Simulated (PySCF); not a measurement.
Output of ΔSCF core-hole calculations on PAs3SeSeSe nortricyclane, As3PSe3.

Theory: delta-SCF UKS SCAN, pcX-2 on the ionised atom, pcseg-1 elsewhere, spin-free X2C in PySCF. Atoms in this output count from 0. The cycles run on a coarse integration grid; for E(ground) and E(ion) the exchange–correlation energy is redone on a finer one, so they differ from the last cycle, and only they enter the binding energy.

Coordinates (Å, PBE0-D3(BJ)/def2-SVP):
```
P      1.674927     0.310880     0.690631
Se     0.831270     1.906009    -0.650133
As    -1.262955     0.984485    -1.240431
As    -1.838586    -0.355870     0.755259
Se     0.010014     0.020749     2.173252
As    -0.799794    -1.442994    -1.204920
Se     1.476984    -1.525279    -0.592207
```

```
ground state, core basis on atom 0 (P), 222 functions
  cycle   1  E = -14378.99707849  |g| = 2.92e-01
  cycle   2  E = -14378.95049715  |g| = 4.75e-01
  cycle   3  E = -14379.02054307  |g| = 7.10e-02
  cycle   4  E = -14379.02147119  |g| = 4.95e-02
  cycle   5  E = -14379.02213752  |g| = 2.42e-02
  cycle   6  E = -14379.02233060  |g| = 6.08e-03
  cycle   7  E = -14379.02234796  |g| = 1.44e-03
  cycle   8  E = -14379.02235210  |g| = 4.17e-04
  E(ground) = -14378.74673166 Eh
hole in P 1s of atom 0
  cycle   1  E = -14298.78389053  |g| = 4.72e+00
  cycle   2  E = -14294.47605760  |g| = 3.55e+00
  cycle   3  E = -14279.33353162  |g| = 4.53e+00
  cycle   4  E = -14299.36335408  |g| = 9.24e-01
  cycle   5  E = -14299.04202398  |g| = 1.25e+00
  cycle   6  E = -14299.88909134  |g| = 3.48e-01
  cycle   7  E = -14299.97270285  |g| = 9.96e-02
  cycle   8  E = -14299.97629166  |g| = 5.46e-02
  cycle   9  E = -14299.97785362  |g| = 3.02e-02
  cycle  10  E = -14299.97854388  |g| = 8.75e-03
  cycle  11  E = -14299.97858631  |g| = 3.15e-03
  cycle  12  E = -14299.97860582  |g| = 1.64e-03
  cycle  13  E = -14299.97860324  |g| = 5.74e-04
  cycle  14  E = -14299.97859821  |g| = 2.35e-04
  E(ion) = -14299.70463202 Eh   <S^2> = 0.7539   hole on atom = 1.000
```

Q: What is the P 1s binding energy of atom 0?

A: (-14299.704632 − (-14378.746732)) Eh × 27.2114 eV/Eh = 2150.84 eV, for the phosphorus bonded to 3 Se.

The structure is a single PBE0-D3(BJ)/def2-SVP conformer in the gas phase; no vibrational or solvent corrections.

Time: 13 s wall; peak memory 0.60 GiB. Hardware: an AMD EPYC 9B14 with one thread, shared host with 30 logical CPUs at a one-minute load of 9.5.
Labels such as C1 count atoms from 1, the log's own numbers from 0.
